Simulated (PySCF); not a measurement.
**Vibration and rotation of NaTe**

PBE0 constants of NaTe, ²Π (doublet), unpaired electrons π ↑ (PySCF, scalar-relativistic core potentials, basis sets Na aug-cc-pVDZ, Te aug-cc-pVDZ-PP with ECP28; masses 22.9898 and 129.9062 u):

```
ωe            : 231.1 cm⁻¹
ωexe          : 0.745 cm⁻¹
Be            : 0.10881 cm⁻¹
αe            : 0.000581 cm⁻¹
De to Na + Te : 2.13 eV
```

Problem. What force constant and bond length do these constants imply?

Solution. Reduced mass μred = 19.533 u; k = 5.8918×10⁻⁷·μred·ωe² (u, cm⁻¹, mdyn/Å) = 0.615 mdyn/Å; Re = √(16.8576/(μred·Be)) (u, cm⁻¹, Å) = 2.816 Å.

Problem. Estimate the centrifugal constant D from the Kratzer relation and find the Dunham coefficient a1.

Solution. D = 4Be³/ωe² = 9.65e-08 cm⁻¹; a1 = −1 − αeωe/(6Be²) = -2.89.

Spin–orbit coupling is left out, which matters for elements this heavy, above all for dissociation energies. The state is the lowest determinant that a PBE0 search found; another state may lie lower at other levels.
